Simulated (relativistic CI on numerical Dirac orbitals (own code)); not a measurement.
## Magnetism of Pm²⁺, 4f5, in a crystal field

Calculated by Dirac-Coulomb-Breit CI, orbitals from a KLI potential per configuration, a model potential for QED, valence Slater integrals scaled by 0.8, one configuration in a parametric crystal field (own radial code).

Field parameters in Wybourne normalisation. The field is a parameter set, without covalency.

S is read from ⟨S²⟩ = S(S + 1).

Powder χT (cm³ K mol⁻¹) by Van Vleck's formula, with temperature-independent terms:

```csv
Field,2 K,5 K,10 K,20 K,50 K,100 K,200 K,300 K
"D3h, B20 = 610, B40 = 70, B60 = -520, B66 = 160 cm⁻¹",0.0453,0.0502,0.0584,0.0746,0.117,0.174,0.281,0.403
"D3h, B20 = 590, B40 = -340, B60 = -430, B66 = -130 cm⁻¹",0.044,0.0481,0.0549,0.0686,0.109,0.17,0.281,0.403
```

Q: For D3h, B20 = 610, B40 = 70, B60 = -520, B66 = 160 cm⁻¹: what effective moment follows at 300 K?

A: μ_eff = √(8χT) = 1.79 μB. The LS value g√(J(J + 1)) of the free ion's 6H°_5/2 level is 0.85 μB.
